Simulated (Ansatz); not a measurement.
Reaction (SMILES): [Cl][Ca][Cl] -> [Cl][Ca][Cl] as doublet, charge -1 (an electron is taken up)

Quantity: adiabatic electron affinity (0 K, with zero-point energies), in eV. Positive where the reaction releases energy. Set-up: LANL2DZ with its own core potentials from Na on; UHF or UKS for open shells; no dispersion term unless named; spin-orbit terms left out; 6-311+G** with 5d, 6d on Na to Ar in Ansatz (a quantum-chemistry and plane-wave program); 6-31G* and kin with 6d, 5d where marked; non-relativistic. Ab initio and DFT rows: single points at B3LYP-D3(BJ) geometries (Ansatz), with unscaled harmonic terms from B3LYP/6-31G* (LANL2DZ past Ar) at its own minima. The spin state of an ion or metal species was assumed, not searched.

| level | program | adiabatic electron affinity (0 K, with zero-point energies) (eV) |
|---|---|---|
| PBE/STO-3G | Ansatz | -1.12 |
| PBE/3-21G | Ansatz | 1.64 |
| PBE/LANL2DZ | Ansatz | 1.56 |
| PBE/6-31G* | Ansatz | 1.13 |
| PBE/def2-SVP | Ansatz | 0.84 |
| PBE/6-31G* with LANL2DZ past Ar | Ansatz | 1.47 |
| PBE/6-311+G** | Ansatz | 1.23 |
| PBE/def2-TZVPD | Ansatz | 1.12 |

No value to compare with is used here. The 7 habitual levels span -1.12 (PBE/STO-3G) to 1.64 eV (PBE/3-21G); PBE/def2-TZVPD gives 1.12.

The sets are all those run for this method; runs whose electronic state is in doubt are left out.
